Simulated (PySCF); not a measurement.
Tl²⁺ (thallium, charge +2) across methods

[Xe] 4f14 5d10 6s1, 2S determinant. All numbers are calculated (PySCF 2.14, scalar relativity by spin-free X2C-1e, in aug-cc-pwCVTZ-DK3).

```tsv
method	E (hartree)	mean ε 5d α (eV)	mean ε 5d β (eV)	mean ε 6s α (eV)	Σ⟨r²⟩ (bohr²)	⟨S²⟩
UHF	-20240.89445	-40.642	-40.257	-28.409	44.01	0.751
PBE	-20246.92	-33.273	-32.916	-25.748	44.11	0.751
PBE0	-20246.63	-35.401	-35.034	-26.626	43.98	0.751
LDA	-20234.50	-33.520	-33.202	-26.128	44.11	0.750
```

Task: Estimate the same row for r2SCAN.

Result: E (hartree) = -20246.87; mean ε 5d α (eV) = -33.780; mean ε 5d β (eV) = -33.340; mean ε 6s α (eV) = -26.046; Σ⟨r²⟩ (bohr²) = 43.88; ⟨S²⟩ = 0.752.

Spin-orbit coupling, which splits the p, d and f shells strongly at this Z, is absent.
